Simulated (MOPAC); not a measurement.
A run for MOPAC: PM7 on MoF, 2S+1 = 6, a spin state set in the input, which need not be the lowest, a point of a bond scan (R = 1.844 Å).

```
PM7 1SCF PRECISE CHARGE=0 UHF MS=2.5 THREADS=1
FMo

Mo     0.00000000 1     0.00000000 1     0.00000000 1
F      0.00000000 1     0.00000000 1     1.84354900 1
```

Program output:

```
*******************************************************************************
 **                                                                           **
 **                              MOPAC v23.2.5                                **
 **                                                                           **
 *******************************************************************************
 ** MOPAC's Digital Object Identifier: https://doi.org/10.5281/zenodo.6511958 **
 **                                                                           **
 ** Please cite the open-source release paper for use of this MOPAC version:  **
 ** J. E. Moussa and J. J. P. Stewart (2026)                                  **
 ** MOPAC: An open-source semiempirical molecular orbital program             **
 ** J. Open Source Softw., 11(119), 8025, https://doi.org/10.21105/joss.08025 **
 *******************************************************************************

                              PM7 CALCULATION RESULTS

 *******************************************************************************
 *  PM7        - The PM7 Hamiltonian to be used
 *  UHF        - UNRESTRICTED HARTREE-FOCK CALCULATION
 *
 *
 *
 *                 CHARGE ON SYSTEM = 0
 *
 *
 *
 *  MS=        - IN MECI, MAGNETIC COMPONENT OF SPIN =  2.5
 *  PRECISE    - TIGHTER CRITERIA TO BE USED
 *  1SCF       - DO 1 SCF AND THEN STOP
 *  THREADS=1  - MULTI-THREADING NOT USED
 *  T=         - A TIME OF 172800.0 SECONDS REQUESTED
 *  DUMP=N     - RESTART FILE WRITTEN EVERY 7200.0 SECONDS REQUESTED
 *******************************************************************************
PM7 1SCF PRECISE CHARGE=0 UHF MS=2.5 THREADS=1
 FMo

   ATOM   CHEMICAL          X               Y               Z
  NUMBER   SYMBOL      (ANGSTROMS)     (ANGSTROMS)     (ANGSTROMS)

     1      Mo          0.00000000  *   0.00000000  *   0.00000000  *
     2       F          0.00000000  *   0.00000000  *   1.84354900  *



          CARTESIAN COORDINATES

    NO.       ATOM           X           Y           Z

     1        Mo          0.0000      0.0000      0.0000
     2         F          0.0000      0.0000      1.8435

 General Reference for PM7:
 "Optimization of Parameters for Semiempirical Methods VI: More Modifications to the
 NDDO Approximations and Re-optimization of Parameters", J. J. P. Stewart, J. Mol. Mod., 1:32, 19 (2013)
 https://link.springer.com/article/10.1007/s00894-012-1667-x

           Empirical Formula: Mo F  =     2 atoms



      MOLECULAR POINT GROUP   :   C*v


          UHF CALCULATION, NO. OF ALPHA ELECTRONS =    9
                           NO. OF BETA  ELECTRONS =    4

 -------------------------------------------------------------------------------
 PM7 1SCF PRECISE CHARGE=0 UHF MS=2.5 THREADS=1
 FMo



     1SCF WAS SPECIFIED, SO BFGS WAS NOT USED
     SCF FIELD WAS ACHIEVED


                              PM7 CALCULATION
                                                       MOPAC v23.2.5 Linux




          FINAL HEAT OF FORMATION =         53.96170 KCAL/MOL =     225.77577 KJ/MOL


          COSMO AREA              =         89.16 SQUARE ANGSTROMS
          COSMO VOLUME            =         77.33 CUBIC ANGSTROMS

          IONIZATION POTENTIAL    =          8.157538 EV
          ALPHA SOMO LUMO (EV)    =         -8.158  2.964
          BETA  SOMO LUMO (EV)    =        -13.904  2.302
          NO. OF ALPHA ELECTRONS  =          9
          NO. OF BETA  ELECTRONS  =          4
          MOLECULAR WEIGHT        =        114.9384         POINT GROUP:  C*v

          MOLECULAR DIMENSIONS (Angstroms)

            Atom       Atom       Distance
            F     2   Mo     1     1.84355
            F     2   Mo     1     0.00000
           Mo     1    F     2     0.00000


          SCF CALCULATIONS        =          1





   ATOM   CHEMICAL          X               Y               Z
  NUMBER   SYMBOL      (ANGSTROMS)     (ANGSTROMS)     (ANGSTROMS)

     1      Mo          0.00000000  *   0.00000000  *   0.00000000  *
     2       F          0.00000000  *   0.00000000  *   1.84354900  *

                             CARTESIAN COORDINATES

   1   Mo        0.000000000     0.000000000     0.000000000
   2    F        0.000000000     0.000000000     1.843549000


           Empirical Formula: Mo F  =     2 atoms



      MOLECULAR POINT GROUP   :   C*v


          ALPHA EIGENVALUES
 -37.63031 -14.97099 -14.97099 -14.49505 -11.22875 -11.22875  -9.05957  -9.05957
  -8.15754   2.96433  85.53410  85.53410  87.23306


           BETA EIGENVALUES
 -36.96601 -13.96543 -13.96543 -13.90381   2.30190   2.30190   2.35730   2.35730
   3.08936   4.21451  89.94097  90.83427  90.83427


              NET ATOMIC CHARGES AND DIPOLE CONTRIBUTIONS

  ATOM NO.   TYPE          CHARGE      No. of ELECS.   s-Pop       p-Pop       d-Pop
    1         Mo           0.522133        5.4779     0.47759     0.00358     4.99669
    2          F          -0.522133        7.5221     1.94279     5.57935
 DIPOLE           X         Y         Z       TOTAL
 POINT-CHG.     0.000     0.000    -4.623     4.623
 HYBRID         0.000     0.000    -0.287     0.287
 SUM            0.000     0.000    -4.910     4.910


          ATOMIC ORBITAL ELECTRON POPULATIONS

     Atom    s        px        py        pz      x^2-y^2     xz        z^2       yz        xy
    1 Mo   0.47759   0.00030   0.00030   0.00297   1.00000   1.08239   0.83190   1.08239   1.00000
    2  F   1.94279   1.91730   1.91730   1.74474


                    (SZ)    =    2.500000
                    (S**2)  =    8.750794


          ATOMIC ORBITAL SPIN POPULATIONS

    Atom   Total    s     px     py     pz   x^2-y^2  xz     z^2    yz     xy
         Atomic
    1 Mo  4.7941  0.453  0.000  0.000  0.000  1.000  0.917  0.506  0.917  1.000
    2  F  0.2059  0.005  0.082  0.082  0.035

 **********************
 *                    *
 * JOB ENDED NORMALLY *
 *                    *
 **********************




 == MOPAC DONE ==
```

The run finished.

Cost: around 0.020 core-seconds (rough).
